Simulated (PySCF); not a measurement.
**Two-component Hartree-Fock for Dy⁻ (dysprosium, charge -1)**

Start: [Xe] 4f10 6s2 6p1; 4f5/2 filled at m_j = -5/2, -3/2, -1/2, +1/2, +3/2, +5/2; 4f7/2 filled at m_j = +1/2, +3/2, +5/2, +7/2; 6p1/2 filled at m_j = -1/2. Calculated with PySCF 2.14 in x2c-TZVPall-2c with one added diffuse shell each of s, p, d, f type (12s12p11d5f1g, 147 functions): generalised Hartree-Fock with the X2C-1e Hamiltonian and a Gaussian nucleus; one run each with spin-orbit coupling (SO) switched off, then screened by Boettger's factors.

```tsv
spinor shell	electrons	ε, spin-free (eV)	ε, screened SO (eV)	weight of nominal j (screened SO)	rms radius, screened SO (bohr)
1s1/2	2	-54055.9	-54044.5	1.000	0.0240
2s1/2	2	-9123.5	-9119.7	1.000	0.0971
2p1/2	2	-8090.6	-8655.7	1.000	0.0830
2p3/2	4	-8090.6	-7850.6	1.000	0.0896
3s1/2	2	-2080.6	-2079.2	1.000	0.250
3p1/2	2	-1757.2	-1876.7	1.000	0.241
3p3/2	4	-1757.2	-1705.3	1.000	0.255
3d3/2	4	-1339.5	-1361.5	0.999	0.228
3d5/2	6	-1339.5	-1323.3	0.999	0.231
4s1/2	2	-433.52	-432.88	1.000	0.564
4p1/2	2	-324.54	-352.37	0.994	0.579
4p3/2	4	-324.54	-311.97	0.997	0.609
4d3/2	4	-172.94	-180.17	0.889	0.655
4d5/2	6	-172.94	-167.34	0.926	0.664
5s1/2	2	-56.619	-56.257	1.000	1.41
5p1/2	2	-28.447	-32.060	0.978	1.59
5p3/2	4	-28.447	-26.466	0.989	1.71
4f5/2	6	-10.820	-10.651	0.717	0.952
4f7/2	4	-10.820	-10.199	0.713	0.960
6s1/2	2	-2.031	-1.876	0.962	5.32
6p1/2	1	0.194	-0.111	0.943	8.19
```

```json
{"quantity": "E (hartree)", "spin-free": "-12148.50436", "screened SO": "-12157.47766"}
{"quantity": "M_J", "spin-free": "15/2", "screened SO": "15/2"}
{"quantity": "⟨J²⟩", "spin-free": "65.847", "screened SO": "65.090"}
{"quantity": "⟨L²⟩", "spin-free": "32.062", "screened SO": "39.973"}
{"quantity": "⟨S²⟩", "spin-free": "8.786", "screened SO": "6.535"}
```

The configuration of this anion was assumed by filling the next shell in order. It is not the known or likely ground configuration (Ca⁻, Sr⁻ and Ba⁻, for instance, bind a p electron), so these values are not the electron affinity of the element. The determinant has a definite M_J but mixes levels of different J.

Each row is a mean over spinors that exchange with the open shell spreads, by up to 14.759 eV (4d5/2).

Rows whose weight is well below 1 are mixtures of j = l ± 1/2: exchange outweighs spin-orbit coupling there, and the label is only the starting occupation.

Breit and QED terms are absent; they matter most for the inner s and p1/2 levels.

Densities and radii are taken from the X2C orbitals without a picture-change correction, which distorts them close to the nucleus.

Without spin-orbit coupling the j labels of p, d and f shells carry no meaning; the spin-free column gives the mean over the occupied spinors of each nl shell, and its ⟨J²⟩ belongs to a mixture of degenerate components.
